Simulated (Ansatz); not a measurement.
`[OH][Hf]([OH])([OH])[Br]`, 8 atoms. Charge 0, multiplicity 1. Correlated methods include outer-core shells of Br, Hf, which these sets cover unevenly. Scalar relativity is left out up to krypton. Hf: def2 effective core potential. All runs use 4 threads of an Arm Neoverse V2 on a shared host. Correlated methods freeze the cores.

(1) How many basis functions does each run have, and how long does it take in Ansatz? RKS r2SCANh-D4/def2-TZVPP energy; RKS r2SCAN0-D4/def2-TZVPP energy; direct RPA on PBE orbitals/def2-TZVPP energy; RHF-CCSD(T)/def2-SVP energy; RKS PBE0-D4/def2-SVP energy; RKS PBE0-D4/def2-TZVP frequencies; RKS PBE0-D4/def2-QZVPP energy; RHF-MP2/def2-QZVPP energy; RHF-CCSD(T)/def2-TZVPP energy; RKS PBE0-D4/def2-TZVPP energy; RKS HSE06 (plane-wave form)-D4/def2-TZVPP energy; RKS PBE0-D4/def2-TZVP relaxation (21 steps). (An estimate is asked.)

Results:

(1) Computed: Other jobs shared the machine, so times are rough.

```
                                    level                    job  functions  wall time  peak host memory (GiB)
                     RKS PBE0-D4/def2-SVP                 energy        121      1.6 s                    0.44
                   RKS PBE0-D4/def2-TZVPP                 energy        239      3.3 s                    0.68
RKS HSE06 (plane-wave form)-D4/def2-TZVPP                 energy        239      3.7 s                    0.72
                RKS r2SCAN0-D4/def2-TZVPP                 energy        239      5.5 s                    0.71
                RKS r2SCANh-D4/def2-TZVPP                 energy        239        6 s                     0.7
    direct RPA on PBE orbitals/def2-TZVPP                 energy        239        7 s                    0.65
                   RKS PBE0-D4/def2-QZVPP                 energy        431      8.5 s                     1.6
                     RHF-CCSD(T)/def2-SVP                 energy        121       17 s                    0.81
                       RHF-MP2/def2-QZVPP                 energy        431       18 s                     2.2
                    RKS PBE0-D4/def2-TZVP  relaxation (21 steps)        199       77 s                    0.61
                    RKS PBE0-D4/def2-TZVP            frequencies        199    2.1 min                    0.61
                   RHF-CCSD(T)/def2-TZVPP                 energy        239    5.6 min                     5.6
```
